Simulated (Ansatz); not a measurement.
Tetramethylammonium hexafluorophosphate, `C[N+](C)(C)C.F[P-](F)(F)(F)(F)F`, relaxed as a singlet with RKS r2SCAN-D4/def2-SVP in Ansatz, starting from the GFN2-xTB geometry. Force threshold 0.03 eV/Å.

Start:

Cartesian coordinates in Å:
```
C -0.2700 0.7783 -2.3467
N 0.0272 0.9158 -0.9139
C 1.2511 0.1594 -0.5999
C -1.1078 0.3966 -0.1320
C 0.2359 2.3309 -0.5755
H -0.4164 -0.2726 -2.5890
H -1.1772 1.3248 -2.5995
H 0.5548 1.1642 -2.9443
H 2.0958 0.5638 -1.1535
H 1.4559 0.2041 0.4671
H 1.1181 -0.8902 -0.8491
H -2.0142 0.9483 -0.3708
H -1.2625 -0.6596 -0.3370
H -0.9052 0.4789 0.9328
H -0.6621 2.9080 -0.7918
H 1.0672 2.7390 -1.1492
H 0.4633 2.4192 0.4853
F 0.0889 -2.2690 0.5912
P -0.0670 -2.2528 2.2453
F -1.5572 -1.6180 2.0242
F 0.5174 -0.6951 2.2055
F -0.6566 -3.7374 2.2049
F -0.2245 -2.1520 3.8323
F 1.4450 -2.7848 2.3634
```

```json
{"step": "1", "energy (eV)": "-31397.4161", "largest force component (eV/Å)": "0.955", "SCF passes": "18"}
{"step": "2", "energy (eV)": "-31397.4674", "largest force component (eV/Å)": "0.522", "SCF passes": "19"}
{"step": "3", "energy (eV)": "-31397.5350", "largest force component (eV/Å)": "0.218", "SCF passes": "20"}
{"step": "4", "energy (eV)": "-31397.5423", "largest force component (eV/Å)": "0.132", "SCF passes": "19"}
{"step": "5", "energy (eV)": "-31397.5461", "largest force component (eV/Å)": "0.030", "SCF passes": "19"}
{"step": "6", "energy (eV)": "-31397.5523", "largest force component (eV/Å)": "0.230", "SCF passes": "18"}
{"step": "7", "energy (eV)": "-31397.5611", "largest force component (eV/Å)": "0.200", "SCF passes": "19"}
{"step": "8", "energy (eV)": "-31397.5890", "largest force component (eV/Å)": "0.126", "SCF passes": "18"}
{"step": "9", "energy (eV)": "-31397.6192", "largest force component (eV/Å)": "0.178", "SCF passes": "18"}
{"step": "10", "energy (eV)": "-31397.6327", "largest force component (eV/Å)": "0.279", "SCF passes": "18"}
{"step": "11", "energy (eV)": "-31397.6449", "largest force component (eV/Å)": "0.192", "SCF passes": "19"}
{"step": "12", "energy (eV)": "-31397.6574", "largest force component (eV/Å)": "0.196", "SCF passes": "19"}
{"step": "13", "energy (eV)": "-31397.6597", "largest force component (eV/Å)": "0.037", "SCF passes": "19"}
{"step": "14", "energy (eV)": "-31397.6601", "largest force component (eV/Å)": "0.013", "SCF passes": "20"}
{"step": "15", "energy (eV)": "-31397.6604", "largest force component (eV/Å)": "0.027", "SCF passes": "19"}
```

Force components are those of the run's own axes.

End:

```xyz
24

C    -0.1845    1.2250   -2.4051
N    -0.0195    0.7249   -1.0108
C     1.1617   -0.2029   -0.9521
C    -1.2707    0.0086   -0.5857
C     0.2161    1.8755   -0.0791
H    -0.3680    0.3693   -3.0675
H    -1.0377    1.9146   -2.4407
H     0.7322    1.7454   -2.7114
H     2.0408    0.3492   -1.3098
H     1.2840   -0.5382    0.0837
H     0.9561   -1.0665   -1.5962
H    -2.1158    0.6933   -0.7359
H    -1.3846   -0.8907   -1.2033
H    -1.1809   -0.2850    0.4667
H    -0.6507    2.5470   -0.1294
H     1.1242    2.4038   -0.3976
H     0.3347    1.4633    0.9313
F     0.0413   -2.2168    0.8797
P     0.0519   -1.7961    2.4853
F    -1.4974   -1.2732    2.3036
F     0.5490   -0.2564    1.9985
F    -0.4519   -3.2697    2.8918
F     0.0601   -1.2949    4.0173
F     1.6097   -2.2295    2.5666
```

By distances, no bond broke or formed. The bond that changes most is N2–C3, from 1.47 to 1.50 Å (atoms count from 1). A close non-bonded pair moves further: H17–F21, from 3.56 to 2.04 Å.

The force fell under the threshold at step 14, but the optimiser went on. No frequencies were taken in this run, so the end may be a saddle point.

Hardware: 6 threads of Intel Xeon on a shared host. Wall time 2.1 min.
